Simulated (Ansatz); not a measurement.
Si₂₁H₂₈⁻, a nanocrystal cut from hexagonal silicon. Total charge -1; doublet. Geometry PBE-D4/def2-SVP, that of the neutral singlet; atoms count from 1.

```csv
atom,x (Å),y (Å),z (Å)
Si1,-0.8494,-3.6832,-2.6780
Si2,-0.5798,-3.2984,-0.3579
Si3,3.5476,-1.7276,-0.3133
Si4,3.8373,-1.3790,2.0117
Si5,1.5067,-0.7582,-3.4496
Si6,-0.6185,-1.6706,-3.8793
Si7,1.7800,-0.4119,-1.1279
Si8,-0.1661,-1.0215,0.0368
Si9,2.2385,0.1609,2.7946
Si10,0.0928,-0.6964,2.3645
Si11,-2.2312,-0.1350,-3.1213
Si12,-1.9817,0.2127,-0.7972
Si13,-3.9120,-0.4917,0.3417
Si14,-1.5596,0.7899,3.1286
Si15,-3.6753,-0.1354,2.6716
Si16,2.1974,1.8569,-0.6887
Si17,2.4561,2.2009,1.6404
Si18,0.3791,3.0960,-1.5260
Si19,-1.5698,2.4822,-0.3565
Si20,0.8288,3.7070,2.4325
Si21,-1.3050,2.8243,1.9720
H22,0.1853,-4.6723,-3.1546
H23,-2.2140,-4.2697,-2.9423
H24,0.5732,-4.1132,0.1734
H25,-1.8250,-3.7139,0.3854
H26,3.2439,-3.1811,-0.5817
H27,4.8166,-1.3752,-1.0494
H28,3.6800,-2.6871,2.7470
H29,5.2276,-0.8562,2.2774
H30,2.5830,-1.6956,-3.9401
H31,1.6611,0.5518,-4.1829
H32,-0.7910,-1.9263,-5.3587
H33,2.4032,0.4039,4.2768
H34,-0.0685,-2.0348,3.0493
H35,-3.6188,-0.6607,-3.3970
H36,-2.0764,1.1758,-3.8530
H37,-4.1388,-1.9577,0.0660
H38,-5.1075,0.2684,-0.1773
H39,-1.3841,1.0305,4.6100
H40,-3.8215,-1.4457,3.4052
H41,-4.7593,0.7961,3.1554
H42,3.4685,2.2766,-1.3900
H43,3.8378,2.7606,1.8879
H44,0.1985,2.7873,-2.9927
H45,0.6377,4.5755,-1.3808
H46,-2.7391,3.3067,-0.8432
H47,0.9919,3.8980,3.9205
H48,0.9908,5.0465,1.7558
H49,-2.3712,3.7897,2.4352
```

Single mean-field runs in def2-SVP are fitted with def2-universal-jkfit. The highest occupied level of the charge -1 doublet lies above zero (up to 0.29 eV). By energy differences its removal costs 0.74 eV (vertical, to the charge 0 singlet, at PBE0-D4/def2-SVP); self-interaction error and the lack of diffuse functions both raise the level.

Estimate the Mulliken populations of the heavy atoms from the PBE0/def2-SVP orbitals of Ansatz.


```json
{"atom": "Si1", "charge (e)": "0.07", "spin (α − β)": "0.02"}
{"atom": "Si2", "charge (e)": "0.10", "spin (α − β)": "0.09"}
{"atom": "Si3", "charge (e)": "0.12", "spin (α − β)": "0.04"}
{"atom": "Si4", "charge (e)": "0.08", "spin (α − β)": "0.03"}
{"atom": "Si5", "charge (e)": "0.15", "spin (α − β)": "0.02"}
{"atom": "Si6", "charge (e)": "-0.14", "spin (α − β)": "0.00"}
{"atom": "Si7", "charge (e)": "-0.23", "spin (α − β)": "-0.04"}
{"atom": "Si8", "charge (e)": "-0.21", "spin (α − β)": "0.14"}
{"atom": "Si9", "charge (e)": "-0.03", "spin (α − β)": "-0.04"}
{"atom": "Si10", "charge (e)": "0.02", "spin (α − β)": "0.12"}
{"atom": "Si11", "charge (e)": "0.15", "spin (α − β)": "0.02"}
{"atom": "Si12", "charge (e)": "-0.23", "spin (α − β)": "-0.04"}
{"atom": "Si13", "charge (e)": "0.12", "spin (α − β)": "0.04"}
{"atom": "Si14", "charge (e)": "-0.03", "spin (α − β)": "-0.04"}
{"atom": "Si15", "charge (e)": "0.08", "spin (α − β)": "0.03"}
{"atom": "Si16", "charge (e)": "0.01", "spin (α − β)": "0.10"}
{"atom": "Si17", "charge (e)": "-0.06", "spin (α − β)": "0.10"}
{"atom": "Si18", "charge (e)": "0.11", "spin (α − β)": "-0.03"}
{"atom": "Si19", "charge (e)": "0.01", "spin (α − β)": "0.10"}
{"atom": "Si20", "charge (e)": "0.12", "spin (α − β)": "-0.03"}
{"atom": "Si21", "charge (e)": "-0.06", "spin (α − β)": "0.10"}
```
Mulliken values and Mayer orders depend strongly on the basis.

Where does the spin sit?

Summed by element: Si 0.71, H 0.29, of 1 unpaired in all. Largest on single atoms: Si8 0.14, Si10 0.12, Si16 0.10.

And the Mayer bond orders between bonded heavy atoms (over 0.3)?

Si1–Si2 0.94 (2.37 Å); Si1–Si6 0.93 (2.36 Å); Si2–Si8 0.81 (2.35 Å); Si3–Si4 0.95 (2.37 Å); Si3–Si7 0.91 (2.35 Å); Si4–Si9 0.93 (2.35 Å); Si5–Si6 0.94 (2.35 Å); Si5–Si7 0.90 (2.36 Å); Si6–Si11 0.94 (2.35 Å); Si7–Si8 0.92 (2.35 Å); Si7–Si16 0.92 (2.35 Å); Si8–Si10 0.95 (2.36 Å); Si8–Si12 0.92 (2.35 Å); Si9–Si10 0.92 (2.35 Å); Si9–Si17 0.92 (2.35 Å); Si10–Si14 0.92 (2.35 Å); Si11–Si12 0.90 (2.36 Å); Si12–Si13 0.91 (2.35 Å); Si12–Si19 0.92 (2.35 Å); Si13–Si15 0.95 (2.37 Å); Si14–Si15 0.93 (2.35 Å); Si14–Si21 0.92 (2.35 Å); Si16–Si17 0.95 (2.37 Å); Si16–Si18 0.96 (2.35 Å); Si17–Si20 0.96 (2.35 Å); Si18–Si19 0.96 (2.35 Å); Si19–Si21 0.95 (2.37 Å); Si20–Si21 0.96 (2.35 Å).
